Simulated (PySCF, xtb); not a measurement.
B(Br)(vinyl)(OH) (C₂H₄BBrO), SMILES C=CB(O)Br. Other conformers were not sampled.

Harmonic wavenumbers (cm⁻¹) from GFN2-xTB in xtb at its own minimum, in rising order: 62, 166, 286, 322, 330, 599, 601, 634, 852, 934, 999, 1024, 1037, 1301, 1329, 1405, 1653, 3036, 3090, 3119, 3585.

What does B3LYP-D3(BJ)/def2-SVP in PySCF give at its own minimum? (Estimate from the structure and the level; the computed values follow.)

72, 187, 299, 339, 400, 573, 633, 667, 895, 1012, 1034, 1048, 1116, 1302, 1394, 1448, 1676, 3125, 3161, 3221, 3846. Paired by order, the mean absolute difference is 54 cm⁻¹ and the zero-point energies are 37.7 and 39.2 kcal/mol.
